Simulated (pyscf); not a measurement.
PySCF, gas phase, ωB97X-D3(BJ)/def2-SVP geometries.

Q: What is the homolytic dissociation enthalpy (298 K, ωB97M-D3(BJ)/def2-TZVP) of the Al–O bond of H₃C–Al(CH₃)–O–Mg–OH, to [H₃C–Al–CH₃]• + •O–Mg–OH?

A: Al–O to [H₃C–Al–CH₃]• + •O–Mg–OH: 138.7 kcal/mol. The 7 functionals that were run give +133.1 (PBE0-D3(BJ)) to +139.1 kcal/mol (M06-2X). The radicals are drawn with the spin at the cut bond; how far it spreads was not checked. Other isomers of [H₃C–Al–CH₃]•, •O–Mg–OH were not searched in full and may lie lower. The term symbol of open-shell •O–Mg–OH was not checked; spin-orbit terms are left out.
